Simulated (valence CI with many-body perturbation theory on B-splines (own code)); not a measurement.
## E1 line list for Ca¹²⁺

Method: configuration interaction combined with many-body perturbation theory (CI+MBPT): six valence electrons over a frozen Dirac-Fock core [He], a basis of 9 s, 9 p, 8 d, 6 f, 3 g, 1 h functions for each j, with the one-electron correlation potential Σ1, the two-electron term Σ2, the three-electron term Σ3, Breit, model QED; selected CI, second order for the rest, scaled by the run's own slope (own B-spline code, finite nucleus).

No measured spectrum was set against this ion. As an estimate, levels of excited configurations hold to 0.05 to 0.15 % of their energy, terms of the ground configuration to about 0.5 %. Among the levels kept, up to 3000 cm⁻¹ of a level comes from second order outside the variational space, and about a tenth of that is noise between levels of different J, which matters for small intervals.

Lines 101 to 150 of 197 in falling wavelength, among levels below 34.720 Ry, chosen from the strongest by gf and those to the six lowest levels. Wavelengths and rates use the calculated energies, so an error of 2000 cm⁻¹ moves a line at 169.5 Å by 0.34 % and its rate by three times that or more. Electric multipoles are in the length gauge, E1 and E2 with the static RPA response of the core. Weak lines are less certain than strong ones. Lines between different terms over intervals too small for the method are left out, as are lines whose strength nearly cancels. The highest levels of a list are the least certain.

Names give the largest LS component (configuration and term), which can be under half, so a name can repeat, a term be missing and a line seem to break the LS rules; names also repeat where a configuration has a term twice. Letters in brackets count levels of one name in rising energy.

```
λ vac (Å)                Upper         Lower   A (s⁻¹)  S (a.u.) with core polarisation  S without
    169.5             2p6 1S_0  2s.2p5 1P°_1  7.92e+10                         1.90e-01   1.91e-01
    168.3         2s.2p5 3P°_2  2s2.2p4 3P_1  5.91e+09                         6.95e-02   6.98e-02
    164.0         2s.2p5 3P°_1  2s2.2p4 3P_0  8.33e+09                         5.45e-02   5.47e-02
    162.8         2s.2p5 3P°_1  2s2.2p4 3P_1  6.53e+09                         4.17e-02   4.19e-02
    161.7         2s.2p5 3P°_2  2s2.2p4 3P_2  1.96e+10                         2.04e-01   2.05e-01
    159.8         2s.2p5 3P°_0  2s2.2p4 3P_1  2.79e+10                         5.61e-02   5.63e-02
    156.6         2s.2p5 3P°_1  2s2.2p4 3P_2  1.25e+10                         7.14e-02   7.17e-02
    148.8         2s.2p5 1P°_1  2s2.2p4 1S_0  6.18e+09                         3.01e-02   3.03e-02
    131.1         2s.2p5 1P°_1  2s2.2p4 1D_2  8.47e+10                         2.83e-01   2.84e-01
    121.6         2s.2p5 1P°_1  2s2.2p4 3P_0  1.64e+08                         4.38e-04   4.40e-04
    121.0         2s.2p5 1P°_1  2s2.2p4 3P_1  8.11e+07                         2.13e-04   2.14e-04
    117.5         2s.2p5 1P°_1  2s2.2p4 3P_2  2.26e+09                         5.43e-03   5.45e-03
    34.76      2s2.2p3.3p 5P_1  2s.2p5 3P°_2  9.14e+07                         5.68e-06   5.68e-06
    34.74      2s2.2p3.3p 5P_2  2s.2p5 3P°_2  6.86e+06                         7.10e-07   6.96e-07
    34.69      2s2.2p3.3p 5P_3  2s.2p5 3P°_2  4.72e+07                         6.81e-06   6.81e-06
    34.32  2s2.2p3.3p 3P_1 [a]  2s.2p5 3P°_2  5.35e+08                         3.20e-05   3.17e-05
    34.29  2s2.2p3.3p 3P_2 [a]  2s.2p5 3P°_2  2.79e+08                         2.77e-05   2.74e-05
    33.62  2s2.2p3.3p 1P_1 [a]  2s.2p5 3P°_2  3.37e+08                         1.90e-05   1.89e-05
    33.49  2s2.2p3.3p 3D_2 [a]  2s.2p5 3P°_2  6.75e+07                         6.26e-06   6.18e-06
    33.42  2s2.2p3.3p 3D_3 [a]  2s.2p5 3P°_2  6.70e+08                         8.65e-05   8.58e-05
    33.41  2s2.2p3.3p 3D_1 [a]  2s.2p5 3P°_2  3.63e+08                         2.00e-05   2.00e-05
    33.37      2s2.2p3.3p 3F_2  2s.2p5 3P°_2  4.19e+08                         3.85e-05   3.83e-05
    33.31      2s2.2p3.3p 3F_3  2s.2p5 3P°_2  1.76e+09                         2.25e-04   2.25e-04
    33.24      2s2.2p3.3p 1F_3  2s.2p5 3P°_2  2.46e+08                         3.12e-05   3.13e-05
    32.88  2s2.2p3.3p 3P_1 [b]  2s.2p5 3P°_2  2.32e+10                         1.22e-03   1.22e-03
    32.76  2s2.2p3.3p 3P_2 [b]  2s.2p5 3P°_2  2.52e+10                         2.18e-03   2.18e-03
    32.66  2s2.2p3.3p 3D_1 [b]  2s.2p5 3P°_2  5.10e+03                         2.63e-10   1.83e-10
    32.63  2s2.2p3.3p 3D_2 [b]  2s.2p5 3P°_2  2.96e+08                         2.54e-05   2.55e-05
    32.61      2s2.2p3.3p 3S_1  2s.2p5 3P°_2  7.57e+08                         3.89e-05   3.87e-05
    32.55  2s2.2p3.3p 1D_2 [a]  2s.2p5 3P°_2  1.01e+09                         8.63e-05   8.60e-05
    32.52  2s2.2p3.3p 3D_3 [b]  2s.2p5 3P°_2  6.68e+09                         7.94e-04   7.94e-04
    32.45  2s2.2p3.3p 1P_1 [b]  2s.2p5 3P°_2  1.90e+09                         9.63e-05   9.59e-05
    32.29  2s2.2p3.3p 3P_1 [c]  2s.2p5 3P°_2  1.98e+09                         9.85e-05   9.79e-05
    32.28  2s2.2p3.3p 3P_2 [c]  2s.2p5 3P°_2  1.20e+08                         1.00e-05   1.01e-05
    32.00  2s2.2p3.3p 1D_2 [b]  2s.2p5 3P°_2  4.26e+08                         3.45e-05   3.43e-05
    31.31     2s2.2p3.3s 3S°_1  2s2.2p4 1S_0  1.51e+07                         6.86e-07   6.88e-07
    30.80     2s2.2p3.3s 5S°_2  2s2.2p4 1D_2  3.12e+06                         2.25e-07   2.24e-07
    30.56     2s2.2p3.3s 3D°_1  2s2.2p4 1S_0  3.96e+09                         1.68e-04   1.67e-04
    30.44     2s2.2p3.3s 3S°_1  2s2.2p4 1D_2  3.76e+09                         1.57e-04   1.57e-04
    30.21     2s2.2p3.3s 5S°_2  2s2.2p4 3P_1  5.47e+08                         3.72e-05   3.71e-05
    29.99     2s2.2p3.3s 5S°_2  2s2.2p4 3P_2  4.05e+09                         2.70e-04   2.69e-04
    29.93     2s2.2p3.3s 3P°_1  2s2.2p4 1S_0  3.59e+09                         1.43e-04   1.42e-04
    29.90     2s2.2p3.3s 3S°_1  2s2.2p4 3P_0  1.06e+11                         4.19e-03   4.18e-03
    29.86     2s2.2p3.3s 3S°_1  2s2.2p4 3P_1  2.78e+11                         1.10e-02   1.09e-02
    29.73     2s2.2p3.3s 3D°_1  2s2.2p4 1D_2  1.32e+10                         5.13e-04   5.11e-04
    29.73     2s2.2p3.3s 3D°_2  2s2.2p4 1D_2  6.25e+09                         4.05e-04   4.04e-04
    29.72     2s2.2p3.3s 1P°_1  2s2.2p4 1S_0  3.66e+11                         1.42e-02   1.42e-02
    29.68     2s2.2p3.3s 3D°_3  2s2.2p4 1D_2  8.64e+09                         7.80e-04   7.78e-04
    29.65     2s2.2p3.3s 3S°_1  2s2.2p4 3P_2  5.89e+11                         2.27e-02   2.26e-02
    29.54     2s2.2p3.3s 1D°_2  2s2.2p4 1D_2  6.87e+11                         4.37e-02   4.35e-02
```
